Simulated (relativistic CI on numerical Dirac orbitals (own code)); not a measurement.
Charge states of iridium

Method of calculation: Dirac-Coulomb-Breit CI, separate exchange-only KLI orbitals for each configuration, model QED (radiative potential, 1s self-energy scaled to tabulated hydrogen-like ionisation energies), valence Slater integrals scaled by 0.9 (own radial code, finite nucleus).

Each species is treated in one configuration, given outside its closed core. Radial values are for the open shell of highest l, unscaled and averaged over j; ζ includes the Breit term. Labels give the leading LS character, summed over repeated terms.

| Ion | Configuration | Its lowest level | LS weight (%) | F² (cm⁻¹) | F⁴ (cm⁻¹) | g_J | g√(J(J+1)) | ζ (cm⁻¹) |
| --- | --- | --- | --- | --- | --- | --- | --- | --- |
| Ir | 4f¹⁴5d⁷6s² | ⁴F9/2 | 88 | 58760 | 38370 | 1.305 | 6.49 | 3429 |
| Ir⁺ | 4f¹⁴5d⁷6s | ⁵F5 | 92 | 61010 | 40030 | 1.384 | 7.58 | 3504 |
| Ir²⁺ | 4f¹⁴5d⁷ | ⁴F9/2 | 88 | 63540 | 41910 | 1.306 | 6.50 | 3615 |
| Ir³⁺ | 4f¹⁴5d⁶ | ⁵D4 | 86 | 67300 | 44700 | 1.460 | 6.53 | 4018 |
| Ir⁴⁺ | 4f¹⁴5d⁵ | ? | ? | ? | ? | ? | ? | ? |
| Ir⁵⁺ | 4f¹⁴5d⁴ | ⁵D0 | 66 | 73630 | 49460 |  | 0.00 | 4867 |
| Ir⁶⁺ | 4f¹⁴5d³ | ⁴F3/2 | 83 | 76370 | 51530 | 0.485 | 0.94 | 5306 |
| Ir⁷⁺ | 4f¹⁴5d² | ³F2 | 88 | 78900 | 53450 | 0.710 | 1.74 | 5750 |
| Ir⁸⁺ | 4f¹⁴5d | ²D3/2 | 100 |  |  | 0.799 | 1.55 | 6201 |
| Ir⁹⁺ | 4f¹⁴ | ¹S0 | 100 |  |  |  | 0.00 |  |
| Ir¹⁰⁺ | 4d¹⁰4f¹⁴5s²5p⁵ | ²P°3/2 | 100 |  |  | 1.333 | 2.58 | 85970 |
| Ir¹¹⁺ | 4d¹⁰4f¹⁴5s²5p⁴ | ³P2 | 73 | 104200 |  | 1.366 | 3.35 | 89080 |
| Ir¹²⁺ | 4d¹⁰4f¹⁴5s²5p³ | J = 3/2 (mixed) | 42 | 105600 |  | 1.429 | 2.77 | 92220 |
| Ir¹³⁺ | 4d¹⁰4f¹⁴5s²5p² | ³P0 | 75 | 107000 |  |  | 0.00 | 95390 |
| Ir¹⁴⁺ | 4d¹⁰4f¹⁴5s²5p | ²P°1/2 | 100 |  |  | 0.664 | 0.58 | 98590 |
| Ir¹⁵⁺ | 4d¹⁰4f¹⁴5s² | ¹S0 | 100 |  |  |  | 0.00 |  |
| Ir¹⁶⁺ | 4d¹⁰4f¹³5s² | ²F°7/2 | 100 |  |  | 1.141 | 4.53 | 7038 |
| Ir¹⁷⁺ | 4d¹⁰4f¹²5s² | ³H6 | 98 | 207400 | 133100 | 1.162 | 7.53 | 7321 |
| Ir¹⁸⁺ | 4d¹⁰4f¹²5s | ⁴H13/2 | 98 | 209200 | 134300 | 1.226 | 8.56 | 7398 |
| Ir¹⁹⁺ | 4d¹⁰4f¹² | ³H6 | 98 | 211100 | 135700 | 1.161 | 7.53 | 7476 |
| Ir²⁰⁺ | 4d¹⁰4f¹¹ | ⁴I°15/2 | 93 | 215800 | 139000 | 1.188 | 9.49 | 7770 |
| Ir²¹⁺ | 4d¹⁰4f¹⁰ | ⁵I8 | 81 | 220400 | 142200 | 1.222 | 10.37 | 8071 |
| Ir²²⁺ | 4d¹⁰4f⁹ | ⁶H°15/2 | 76 | 225000 | 145300 | 1.292 | 10.32 | 8379 |
| Ir²³⁺ | 4d¹⁰4f⁸ | ⁷F6 | 77 | 229500 | 148500 | 1.451 | 9.41 | 8694 |

(1) Fill in the row of Ir⁴⁺.

At low charge ζ of a weakly bound d or f electron comes out too small.

## Answers

(1) Its lowest level ⁶S5/2; LS weight (%) 88; F² (cm⁻¹) 70630; F⁴ (cm⁻¹) 47200; g_J 1.948; g√(J(J+1)) 5.76; ζ (cm⁻¹) 4437.
